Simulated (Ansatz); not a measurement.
`C[N]1[AlH][SiH2]1` at its PBE0-D4/def2-TZVP geometry, where that method's forces vanish. Charge 0, multiplicity 1.

```xyz
10

C    -1.2857   -0.0469   -0.6424
N    -0.0209    0.2532   -0.0204
Al    1.1642    1.4542    0.5285
Si    1.2070   -0.8366    0.6361
H    -1.8032    0.8672   -0.9459
H    -1.9481   -0.5933    0.0394
H    -1.1554   -0.6679   -1.5366
H     1.2709    3.0307    0.5233
H     1.8199   -1.7703   -0.3584
H     0.7512   -1.6903    1.7762
```

Problem. What forces (eV/Å) does r2SCAN-D4/def2-TZVPP give on these atoms in Ansatz 0.2.0? (Best estimate.)

Solution. Computed: 
```
C1  -0.223 -0.053 -0.110
N2   0.102  0.111  0.048
Al3  0.055  0.088  0.024
Si4  0.091 -0.104  0.049
H5   0.003 -0.011  0.003
H6   0.008 -0.004 -0.007
H7   0.000 -0.002  0.010
H8  -0.013 -0.011 -0.006
H9  -0.017 -0.007  0.005
H10 -0.006 -0.007 -0.016
```
